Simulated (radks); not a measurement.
Problem. Species: Co+. Configuration: [Ar] 3d8. All-electron calculation, Dirac Kohn-Sham, PBE, spin-unpolarised, spherical densities, point nucleus; open shells fill j = l - 1/2 first. Program: a radial shooting solver on a logarithmic mesh with Libxc functionals. Some entries of the table are withheld. Estimate them.

orbital,occ.,eigenvalue (eV),<r> (bohr)
1s1/2,2,-7594.640,0.05619
2s1/2,2,-901.1541,0.2552
2p1/2,2,(1),(2)
2p3/2,4,(3),(4)
3s1/2,2,(5),0.7779
3p1/2,2,-70.2037,0.8170
3p3/2,4,-68.3829,0.8271
3d3/2,4,-12.3319,(6)
3d5/2,4,-12.1554,(7)
4s1/2,0,-11.1558,2.759
4p1/2,0,-6.4200,3.584
4p3/2,0,-6.3463,3.618

Solution. 
(1) 2p1/2 eigenvalue (eV): -782.1211
(2) 2p1/2 <r> (bohr): 0.2228
(3) 2p3/2 eigenvalue (eV): -767.2903
(4) 2p3/2 <r> (bohr): 0.2259
(5) 3s1/2 eigenvalue (eV): -105.5696
(6) 3d3/2 <r> (bohr): 1.134
(7) 3d5/2 <r> (bohr): 1.143
